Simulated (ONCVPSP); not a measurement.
Varying the ONCV potential for sulfur

Base potential:

ONCVPSP 4.0.1 input, shortened (lines: element, Z, core and valence counts, functional; n l f; lmax; l rc ep ncon nbas qcut; lloc lpopt rc5 dvloc0; l nproj debl; icmod fcfact rcfact), PBE, non-relativistic:

```
  S 16.00    3    2        4      upf
    1    0    2.00
    2    0    2.00
    2    1    6.00
    3    0    2.00
    3    1    4.00
    2
    0    1.45    0.00    4    7    4.00
    1    1.70    0.00    4    7    5.90
    2    1.35    0.08    4    7    8.20
    4    5    1.25    0.00
    0    2    3.20
    1    2    2.00
    2    1    3.20
    1    0.35    0.00
```

All-electron outer shells of the reference configuration (PBE, non-relativistic, ld1.x):

```csv
shell,level (eV),outermost node (bohr),outermost maximum (bohr)
2s,-210.43,0.13,0.39
2p,-156.49,–,0.33
3s,-17.14,0.60,1.42
3p,-7.02,0.58,1.61
```

Cutoffs, loose and tight: the cutoffs (Ha) at which the residual kinetic energy of the hardest occupied pseudo-wave falls to 1 and 0.1 mHa per electron. They do not see the model core or the augmentation charge, which bear on the density cutoff. Test errors are all-electron minus pseudo excitation energies from the reference, over the configurations 3s2 3p3; 3s2 3p2; 3s2 3p1; 3s1 3p4. A dash means not determined; rows that change the core or the reference have their own tests.

| change | outcome | cutoff, loose | cutoff, tight | bound ghosts | GHOST(+) flags above zero | largest test error (meV) |
| --- | --- | --- | --- | --- | --- | --- |
| base | generated | 40 Ha | 55 Ha | none | s | +58 |
| all radii but the core radius scaled by about 0.77 (s 1.12, p 1.30, d 1.04 bohr); local potential polynomial inside 0.96 bohr (lpopt 5, dvloc0 0 Ha) | generated | 72 Ha | 98 Ha | none | s | +54 |
| all radii but the core radius scaled by about 0.87 (s 1.26, p 1.48, d 1.18 bohr); local potential polynomial inside 1.08 bohr (lpopt 5, dvloc0 0 Ha) | generated | 24 Ha | 54 Ha | none | none | +59 |
| all radii but the core radius scaled by about 0.92 (s 1.34, p 1.56, d 1.24 bohr); local potential polynomial inside 1.14 bohr (lpopt 5, dvloc0 0 Ha) | generated | 37 Ha | 59 Ha | none | s | +59 |
| all radii but the core radius scaled by about 1.15 (s 1.66, p 1.96, d 1.56 bohr); local potential polynomial inside 1.44 bohr (lpopt 5, dvloc0 0 Ha) | generated | 30 Ha | 43 Ha | none | none | +52 |
| all radii but the core radius scaled by about 1.31 (s 1.90, p 2.22, d 1.78 bohr); local potential polynomial inside 1.64 bohr (lpopt 5, dvloc0 0 Ha) | generated | 12 Ha | 31 Ha | none | s | +52 |

(1) What comes out with this change to the base: all radii but the core radius scaled by about 1.09 (s 1.58, p 1.86, d 1.48 bohr); local potential polynomial inside 1.36 bohr (lpopt 5, dvloc0 0 Ha)?

(2) What comes out with this change to the base: all radii but the core radius scaled by about 1.23 (s 1.78, p 2.08, d 1.66 bohr); local potential polynomial inside 1.54 bohr (lpopt 5, dvloc0 0 Ha)?

Answers

(1) outcome: generated; cutoff, loose: 35 Ha; cutoff, tight: 47 Ha; bound ghosts: none; GHOST(+) flags above zero: s; largest test error (meV): +54.

(2) outcome: generated; cutoff, loose: 18 Ha; cutoff, tight: 37 Ha; bound ghosts: none; GHOST(+) flags above zero: s; largest test error (meV): +53.

Reading the sweep of the scale of all radii but the core radius (base = 1) (base included, trends over the rows without a ghost): The loose cutoff is not monotonic: lowest 12 Ha at 1.31, highest 72 Ha at 0.77. The median size of the test errors (rows with all tests solved) rises from 7.6 meV at 0.77 to 16.2 meV at 1.31. More of the atom is replaced by a form fitted at one configuration, so other configurations suffer as the radius grows.
